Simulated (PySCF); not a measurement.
All of these have the formula C7H7ClS. Method used: TDDFT PBE0/def2-SVPD, vertical, gas phase, core orbitals frozen in the response (PySCF). Geometries: GFN2-xTB; one conformer of each isolated species. Triplets are in the Tamm–Dancoff approximation.

A. `ClC1=C(C2CC2)C=CS1`
B. `CSC1=CC=CC(Cl)=C1`
C. `C#C[C@@H]1CC[C@@H](Cl)C1=S`
D. `C=Cc1scc(C)c1Cl`

Lowest singlet levels (six at most, fewer where fewer were computed) with oscillator strengths:

1. 4.62 eV (f 0.017); 5.07 eV (f 0.237); 5.32 eV (f 0.000); 5.79 eV (f 0.002); 5.90 eV (f 0.063); 6.08 eV (f 0.012); T1 3.68 eV
2. 5.25 eV (f 0.111); 5.56 eV (f 0.000); 5.69 eV (f 0.097); 5.89 eV (f 0.001); 6.08 eV (f 0.000); 6.34 eV (f 0.016); T1 3.48 eV
3. 4.42 eV (f 0.265); 4.81 eV (f 0.106); 5.29 eV (f 0.000); 5.82 eV (f 0.000); 6.00 eV (f 0.005); 6.19 eV (f 0.009); T1 2.71 eV
4. 2.22 eV (f 0.000); 4.25 eV (f 0.010); 4.36 eV (f 0.012); 4.74 eV (f 0.024); 4.87 eV (f 0.012); 5.62 eV (f 0.158); T1 1.73 eV

Problem. Which spectrum belongs to which structure?

Solution. 1 = B, 2 = A, 3 = D, 4 = C.
- A: S1 at 5.25 eV, HOMO→LUMO (96%); Löwdin shares by element: HOMO carbon 60% or more, chlorine 18% (atoms not listed hold the other 23%); LUMO carbon 51% or more, sulfur 22% (atoms not listed hold the other 27%); HOMO -6.63 and LUMO -0.73 eV.
- B: S1 at 4.62 eV, HOMO→LUMO (85%), HOMO-1→LUMO+1 (9%); Löwdin shares by element: HOMO sulfur 44%, carbon 31% or more (atoms not listed hold the other 25%); LUMO carbon 69% or more (atoms not listed hold the other 31%); HOMO -6.32 and LUMO -0.67 eV; point group Cs, 1 of its 6 listed states under f = 0.0005.
- C: S1 at 2.22 eV, HOMO→LUMO (99%); S1 has the pattern of n→π* at C=S; HOMO -6.73 and LUMO -2.79 eV.
- D: S1 at 4.42 eV, HOMO→LUMO (94%); Löwdin shares by element: HOMO carbon 65% or more (atoms not listed hold the other 35%); LUMO carbon 57% or more (atoms not listed hold the other 43%); HOMO -6.39 and LUMO -1.47 eV; point group Cs, 2 of its 6 listed states under f = 0.0005.
